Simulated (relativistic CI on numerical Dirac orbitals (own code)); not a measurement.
## The 25-electron sequence from Mn to Zr¹⁵⁺

These numbers are calculated, not measured: Dirac-Coulomb-Breit CI, orbitals from a KLI potential per configuration, a model potential for QED, valence Slater integrals scaled by 0.9, P86 correlation energy added to each configuration (own radial code, finite nucleus).

Configurations in the expansion (outside the closed core [Ne]): 3s2 3p6 3d7, 3s2 3p6 3d5 4s2, 3s2 3p6 3d6 4s, 3s2 3p5 3d8, 3s2 3p4 3d9, 3s 3p6 3d8, 3p6 3d9. Levels of other configurations are missing.

Energies above each ion's lowest level, in cm⁻¹. Levels are followed by their leading LS label, which can pass from one level to another where the coupling changes.

```tsv
Ion	3s2 3p6 3d7 4F_9/2	3s2 3p6 3d7 4F_7/2	3s2 3p6 3d7 4F_5/2	3s2 3p6 3d7 4F_3/2	3s2 3p6 3d7 4P_5/2
Mn					
Ni³⁺	0.0	1158.4	1988.3	2549.9	18481.5
Cu⁴⁺	0.0	1585.1	2703.5	3453.7	20896.9
Zn⁵⁺	0.0	2103.2	3561.8	4531.0	23280.5
Ga⁶⁺	0.0	2726.7	4581.1	5800.7	25669.3
Ge⁷⁺	0.0	3470.8	5779.6	7281.5	28087.9
As⁸⁺	0.0	4352.1	7175.5	8990.6	30555.2
Se⁹⁺	?	?	?	?	?
Br¹⁰⁺	0.0	6599.9	10629.3	13152.9	35700.7
Kr¹¹⁺	0.0	8007.2	12718.7	15626.4	38411.6
Rb¹²⁺	0.0	9633.3	15066.6	18364.4	41239.1
Sr¹³⁺	0.0	11502.5	17680.6	21355.9	44205.6
Zr¹⁵⁺	0.0	16075.9	23705.5	27953.3	50673.9
```

Question: Fill in the row of Se⁹⁺.

Answer: 3s2 3p6 3d7 4F_9/2 0.0, 3s2 3p6 3d7 4F_7/2 5388.6, 3s2 3p6 3d7 4F_5/2 8786.5, 3s2 3p6 3d7 4F_3/2 10943.6, 3s2 3p6 3d7 4P_5/2 33087.5 (cm⁻¹).

In the calculation the lowest level changes from 3s2 3p6 3d5 4s2 6S_5/2 to 3s2 3p6 3d7 4F_9/2 at Ni³⁺.

Between Z = 36 and 40 the energy of 3s2 3p6 3d7 4F_7/2 follows a local power law Z^6.6. For orientation: electrostatic splittings inside a shell grow about linearly with the screened charge, excitations that change n as its square, and fine structure as its fourth power; written in Z itself the exponents are larger, since the screened charge grows faster in proportion.

The members near neutrality are the least accurate: they can be off by several eV, miss lower levels of configurations outside the list, or start from a wrong lowest level.
